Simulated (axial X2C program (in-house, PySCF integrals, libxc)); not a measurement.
**WBr: from the spin-free to the two-component result**

Calculated with an axial X2C code built on PySCF integrals. Spin-free means the one-electron spin-free X2C Hamiltonian; two-component (2c) means X2C with spin–orbit coupling and atomic mean-field two-electron Coulomb and Gaunt terms, so the difference of the two also holds small scalar two-electron terms. Basis: W dyall-cv3z [13s14p9d7f4g], Br dyall-cv3z [8s9p6d4f1g] (cores contracted in-house); Gaussian nuclei, density fitting, unrestricted open shells. Masses: W 183.951 u, Br 78.918 u.

Spin-free state: M_S = 5/2, Λ = 0 (beyond evenly filled blocks: σα, π+α, π-α, δ+α, δ-α); fragments W + Br.

```
level  Re (Å)  ωe (cm⁻¹)  μ (D)
 PBE0   2.410      259.2  -3.14
   HF   2.496      238.4  -4.35
  MP2   2.426      258.6    n/a
```

Correlated methods: 13 electrons correlated (number of frozen shells: W 5 s, 4 p, 2 d, 1 f; Br 3 s, 2 p, 1 d), 329 virtual spin orbitals or spinors in MP2.

Dipoles are positive if Br is the positive end.

Two-component determinant lowest at the distance of the search:

Ω = 5/2 (⟨Sz⟩ = 2.48, ⟨Lz⟩ = 0.02 at HF); fragments W + Br.

```
level  Re (Å)  ωe (cm⁻¹)  μ (D)
 PBE0   2.410      258.8  -3.12
   HF   2.495      238.3  -4.31
  MP2   2.425      258.3    n/a
```

Problem. From the two tables, how do the constants change at the MP2 level (2c against spin-free)?

Solution. At the MP2 level Re is unchanged within 0.001 Å and ωe drops by 0.3 cm⁻¹.

Occupations by symmetry block were frozen at the best pattern of an incomplete PBE0 search. De is not given where an atomic determinant may have missed its ground term or J level, or where the truncated virtual space spoils (T). Density functionals use the spin component along the axis (collinear). The functionals have no current-density term, which raises determinants with orbital currents, atoms included. With several unpaired electrons one determinant need not be a pure state. This is the top spin component of a Σ state; components of lower Ω are not single determinants and can lie lower.
